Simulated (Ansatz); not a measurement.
Relaxation of C2H7BO (11 atoms, charge 0, multiplicity 1), to a largest force component of 0.02 eV/Å in at most 50 steps.

Level of theory: Ansatz, RKS B3LYP-D4/def2-SVP.

```xyz
11
Properties=species:S:1:pos:R:3
C -0.046 1.246 -0.603
B -0.103 -0.268 -0.295
C 0.537 -0.801 1.029
O -0.637 -1.192 -1.237
H -0.597 1.470 -1.603
H -0.631 1.853 0.187
H 0.980 1.657 -0.667
H 0.513 -1.890 1.088
H 1.649 -0.511 1.099
H 0.065 -0.349 1.943
H -1.665 -1.271 -0.920
```

Problem. Where does it end, and by what steps?

Solution. The run converged. After 14 steps the energy has fallen by 1.127 eV; H11 moved furthest, 0.85 Å.

```tsv
step	energy less start (eV)	largest force component (eV/Å)	accepted
0	0.0000	3.582	yes
1	-0.4056	1.498	yes
2	-0.5208	0.832	yes
3	-0.7061	1.159	yes
4	-0.7936	1.993	yes
5	-1.0410	0.900	yes
6	-1.0958	0.611	yes
7	-1.1209	0.164	yes
8	-1.1253	0.073	yes
9	-1.1260	0.043	yes
10	-1.1266	0.050	yes
11	-1.1270	0.036	yes
12	-1.1271	0.036	yes
13	-1.1272	0.025	yes
14	-1.1273	0.010	yes
```

```xyz
11
Properties=species:S:1:pos:R:3
C -0.075 1.353 -0.623
B -0.219 -0.180 -0.280
C 0.479 -0.817 0.992
O -0.977 -0.933 -1.126
H -0.433 1.602 -1.634
H -0.672 1.943 0.099
H 0.964 1.707 -0.512
H 0.190 -1.861 1.204
H 1.576 -0.797 0.856
H 0.280 -0.217 1.896
H -1.047 -1.856 -0.852
```

Whether the end is a true minimum wasn't checked by a vibrational analysis.

The run took 29 s on 2 threads of Arm Neoverse V1, on a shared host, peak memory 0.17 GiB.
